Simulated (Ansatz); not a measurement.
H7GeNSSi (SMILES N[SiH2][S][GeH3]), singlet, geometry from GFN2-xTB, with bond 10-4 at 2.4 times its length; CASSCF(4,4)/STO-3G in Ansatz (an electronic-structure program).

Here is a job for Ansatz.
Ansatz 0.2 input:
```yaml
crystal:
  periodic: [false, false, false]
  atoms:
    - {symbol: Si, position_ang: [-1.43840146, -0.98726898, -0.77658897]}
    - {symbol: N, position_ang: [-2.38068726, -0.66398246, 0.62032825]}
    - {symbol: S, position_ang: [0.11828915, 0.48847253, -1.19127731]}
    - {symbol: Ge, position_ang: [1.20448217, 0.41284056, 0.70170167]}
    - {symbol: H, position_ang: [-2.28564174, -0.87103979, -1.94790881]}
    - {symbol: H, position_ang: [-0.77376785, -2.26275877, -0.54287052]}
    - {symbol: H, position_ang: [-3.03146223, 0.10572552, 0.60878143]}
    - {symbol: H, position_ang: [-1.96031339, -0.74428784, 1.53375442]}
    - {symbol: H, position_ang: [2.45098804, 1.22622149, 0.55100381]}
    - {symbol: H, position_ang: [2.08023888, -2.96734243, 1.63734321]}
    - {symbol: H, position_ang: [0.39719170, 0.98489327, 1.84161894]}
basis:
  gaussian:
    orbitals: STO-3G
hamiltonian:
  xc: hf
magnetization: {spin_polarized: false}
correlation: {active_space: {window: {electrons: 4, orbitals: 4}}}
```

The log (banner, timings and long lists left out):

```
Functional definition: HF
534 factors; integrals over basis functions are off by at most 3.0e-5 eV
mean field evaluation 1: about -75861.6585 eV, gradient 2.1e1 eV
mean field evaluation 2: about -75861.7095 eV, gradient 2.1e1 eV
mean field evaluation 4: about -75864.9687 eV, gradient 1.2e1 eV
mean field evaluation 8: about -75867.4939 eV, gradient 1.1e0 eV
mean field evaluation 16: about -75865.9257 eV, gradient 1.3e0 eV
mean field -75867.50234456 eV, -2788.0792863224 hartree, gradient 1.8e-6 eV, S^2 0.000000; 1 other end points of the search recorded, 0 dependent functions left out
reference -75867.50234456 eV, -2788.0792863224 hartree; 38, 38 occupied and 10, 10 virtual orbitals, 534 factors
state -75872.77441700 eV, -2788.2730314111 hartree
Total energy: -75872.77441700 eV, -2788.2730314111 hartree
```
